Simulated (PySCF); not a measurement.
A geometry optimisation, step by step.

Compound: C7H13FOSi.
SMILES with atom numbers: `[F:1][C@@:2]1([CH:3]2[CH2:4][CH2:5][CH2:6]2)[CH2:7][O:8][SiH2:9][CH2:10]1` (hydrogens: H11 on C3; H12, H13 on C4; H14, H15 on C5; H16, H17 on C6; H18, H19 on C7; H20, H21 on Si9; H22, H23 on C10)

Computed by this run: PBE0-D3(BJ)/def2-SVP geometry optimisation, gas phase in PySCF 2.14.0; density fitting, grid level 1; the optimiser is geomeTRIC in internal coordinates, started from a GFN2-xTB structure. 5 of its 9 geometries are shown. The frame can shift and turn from step to step; on so coarse a grid that alone can change the energy by a few meV, and forces under 0.02 eV/Å are noise.

Step 0: E = -20085.0095 eV, largest atomic force 1.396 eV/Å
```
atom  x, y, z in Å  |  force x, y, z in eV/Å
F1      0.000   -1.493    1.294   -0.018   0.204  -0.117
C2      0.532   -0.519    0.449   -0.037   0.097   0.081
C3     -0.606    0.329   -0.104    0.077  -0.523   0.322
C4     -1.748   -0.410   -0.826    0.024   0.266   0.040
C5     -2.766    0.405   -0.015    0.326  -0.110   0.068
C6     -1.631    0.887    0.901    0.021   0.026  -0.259
C7      1.505    0.339    1.277    0.076  -0.042  -0.107
O8      2.453    0.921    0.427   -0.038   0.946   1.026
Si9     2.692    0.128   -0.985   -0.647  -0.955  -0.256
C10     1.344   -1.175   -0.664    0.107   0.389  -0.035
H11    -0.160    1.111   -0.721    0.087   0.296  -0.208
H12    -1.768   -1.469   -0.576    0.025  -0.390   0.089
H13    -1.787   -0.293   -1.907   -0.023  -0.046  -0.423
H14    -3.555   -0.166    0.468   -0.365  -0.172   0.150
H15    -3.215    1.212   -0.591   -0.193   0.294  -0.206
H16    -1.606    0.355    1.850    0.048  -0.202   0.344
H17    -1.584    1.958    1.087    0.021   0.394   0.153
H18     2.008   -0.299    2.012   -0.004  -0.249   0.282
H19     0.980    1.138    1.807   -0.192   0.132   0.234
H20     4.035   -0.438   -1.026    0.625  -0.194  -0.282
H21     2.389    1.040   -2.083    0.070   0.281  -0.656
H22     0.710   -1.432   -1.508   -0.222  -0.142  -0.401
H23     1.774   -2.101   -0.283    0.233  -0.299   0.160
```

Step 2: E = -20085.1441 eV, largest atomic force 0.052 eV/Å
```
atom  x, y, z in Å  |  force x, y, z in eV/Å
F1     -0.090   -1.813    0.733   -0.007   0.026  -0.006
C2      0.448   -0.855   -0.119    0.003   0.003   0.004
C3     -0.693   -0.015   -0.666    0.008  -0.021   0.012
C4     -1.843   -0.753   -1.385    0.007   0.008  -0.023
C5     -2.851    0.101   -0.592   -0.013  -0.017   0.016
C6     -1.714    0.549    0.347    0.003   0.023  -0.004
C7      1.437   -0.008    0.703   -0.014  -0.002   0.018
O8      2.339    0.632   -0.168    0.015   0.017  -0.040
Si9     2.554   -0.219   -1.606    0.044   0.007  -0.027
C10     1.249   -1.529   -1.234   -0.032  -0.021  -0.025
H11    -0.264    0.785   -1.293   -0.013   0.002   0.002
H12    -1.876   -1.814   -1.099    0.000   0.005   0.024
H13    -1.876   -0.681   -2.482    0.000  -0.015   0.001
H14    -3.692   -0.434   -0.129   -0.010   0.012  -0.006
H15    -3.261    0.932   -1.186    0.023   0.005  -0.006
H16    -1.699   -0.018    1.289   -0.001  -0.021  -0.012
H17    -1.647    1.622    0.578    0.002  -0.003   0.013
H18     1.961   -0.681    1.407    0.007  -0.004  -0.009
H19     0.905    0.753    1.297    0.001  -0.006   0.006
H20     3.940   -0.753   -1.748   -0.007  -0.015   0.034
H21     2.275    0.655   -2.783   -0.039   0.007   0.015
H22     0.614   -1.839   -2.076    0.005  -0.003   0.002
H23     1.731   -2.432   -0.824    0.015   0.014   0.011
```

Step 4: E = -20085.1480 eV, largest atomic force 0.063 eV/Å
```
atom  x, y, z in Å  |  force x, y, z in eV/Å
F1     -0.069   -1.806    0.758   -0.014   0.011  -0.003
C2      0.455   -0.858   -0.111    0.013   0.005  -0.015
C3     -0.692   -0.024   -0.654    0.006  -0.045   0.027
C4     -1.844   -0.761   -1.368    0.000   0.048  -0.005
C5     -2.846    0.121   -0.596    0.024  -0.031   0.022
C6     -1.710    0.543    0.359   -0.005   0.021  -0.043
C7      1.453    0.001    0.688    0.017  -0.003  -0.013
O8      2.326    0.649   -0.208   -0.034   0.014   0.051
Si9     2.528   -0.218   -1.637   -0.020  -0.007  -0.012
C10     1.246   -1.540   -1.228    0.012   0.016   0.013
H11    -0.267    0.774   -1.284   -0.019   0.022  -0.012
H12    -1.894   -1.815   -1.060    0.002  -0.007   0.023
H13    -1.870   -0.710   -2.467   -0.006  -0.025  -0.005
H14    -3.710   -0.388   -0.145   -0.019   0.009  -0.003
H15    -3.218    0.961   -1.201    0.013   0.010  -0.010
H16    -1.711   -0.040    1.291    0.001  -0.018   0.001
H17    -1.630    1.611    0.605   -0.003   0.001   0.023
H18     2.003   -0.668    1.377    0.002   0.001   0.004
H19     0.928    0.755    1.295   -0.003   0.007   0.009
H20     3.917   -0.741   -1.774    0.006   0.007  -0.040
H21     2.195    0.641   -2.810    0.038  -0.010  -0.021
H22     0.605   -1.874   -2.057   -0.009  -0.011   0.003
H23     1.752   -2.425   -0.810   -0.003  -0.015   0.007
```

Step 6: E = -20085.1506 eV, largest atomic force 0.081 eV/Å
```
atom  x, y, z in Å  |  force x, y, z in eV/Å
F1     -0.027   -1.785    0.808    0.002  -0.017   0.001
C2      0.471   -0.857   -0.096   -0.001   0.011  -0.007
C3     -0.693   -0.041   -0.629    0.017  -0.011   0.010
C4     -1.855   -0.786   -1.317   -0.010   0.024  -0.003
C5     -2.834    0.159   -0.594    0.008  -0.021   0.015
C6     -1.705    0.534    0.384   -0.004   0.010  -0.019
C7      1.487    0.024    0.651    0.011   0.010  -0.017
O8      2.302    0.682   -0.292   -0.009  -0.021   0.021
Si9     2.476   -0.220   -1.707   -0.059  -0.018   0.053
C10     1.240   -1.561   -1.216    0.036   0.039   0.013
H11    -0.292    0.757   -1.276   -0.011   0.000  -0.007
H12    -1.931   -1.817   -0.942    0.003   0.001   0.007
H13    -1.874   -0.802   -2.417   -0.003  -0.017   0.001
H14    -3.746   -0.285   -0.170   -0.006   0.007  -0.004
H15    -3.124    1.009   -1.230    0.003   0.002  -0.001
H16    -1.732   -0.082    1.295    0.002   0.000   0.003
H17    -1.600    1.592    0.668   -0.001  -0.002   0.011
H18     2.084   -0.631    1.315   -0.008   0.005   0.010
H19     0.979    0.770    1.282   -0.001   0.009  -0.008
H20     3.871   -0.720   -1.876    0.006   0.015  -0.045
H21     2.083    0.601   -2.888    0.045  -0.007  -0.025
H22     0.581   -1.942   -2.009   -0.004  -0.004   0.000
H23     1.785   -2.414   -0.781   -0.016  -0.014  -0.009
```

Step 8: E = -20085.1511 eV, largest atomic force 0.033 eV/Å
```
atom  x, y, z in Å  |  force x, y, z in eV/Å
F1     -0.012   -1.779    0.811    0.011  -0.006   0.002
C2      0.476   -0.853   -0.101   -0.002   0.004  -0.004
C3     -0.697   -0.046   -0.626   -0.009   0.006   0.001
C4     -1.868   -0.801   -1.286   -0.004  -0.011   0.002
C5     -2.834    0.166   -0.576   -0.007   0.004  -0.002
C6     -1.697    0.539    0.393    0.004   0.001   0.011
C7      1.496    0.035    0.634   -0.003   0.003   0.008
O8      2.308    0.682   -0.317    0.016  -0.018  -0.022
Si9     2.473   -0.226   -1.728    0.007   0.012   0.006
C10     1.237   -1.560   -1.223    0.001  -0.002  -0.002
H11    -0.312    0.746   -1.290    0.004  -0.009  -0.003
H12    -1.944   -1.820   -0.878    0.001   0.003   0.000
H13    -1.900   -0.852   -2.385    0.000   0.001   0.002
H14    -3.755   -0.255   -0.147    0.002   0.000   0.000
H15    -3.109    1.012   -1.225    0.001  -0.002   0.003
H16    -1.722   -0.078    1.303    0.001   0.003  -0.002
H17    -1.585    1.596    0.679    0.000   0.000  -0.004
H18     2.092   -0.613    1.304   -0.005   0.004   0.003
H19     0.990    0.789    1.258    0.000   0.004  -0.011
H20     3.865   -0.728   -1.919   -0.002  -0.003   0.013
H21     2.095    0.590   -2.918   -0.015   0.000   0.004
H22     0.570   -1.944   -2.009    0.001   0.008  -0.003
H23     1.781   -2.415   -0.790   -0.004   0.000  -0.003
```

**Question.** Summarise the path.

**Answer.** The energy falls by 13.66 kJ/mol from step 0 to step 8; nine tenths of that is first reached at step 1. It falls at every step. The largest force goes from 1.396 to 0.033 eV/Å. Among the bonds O8–Si9 changes most, from 1.636 to 1.687 Å; the atoms move by 0.150 Å rms after alignment.

What follows is the cost of the whole optimisation. Time: 4.0 min; peak memory 0.93 GiB. Hardware: one thread of an Arm Neoverse V1 (shared host).
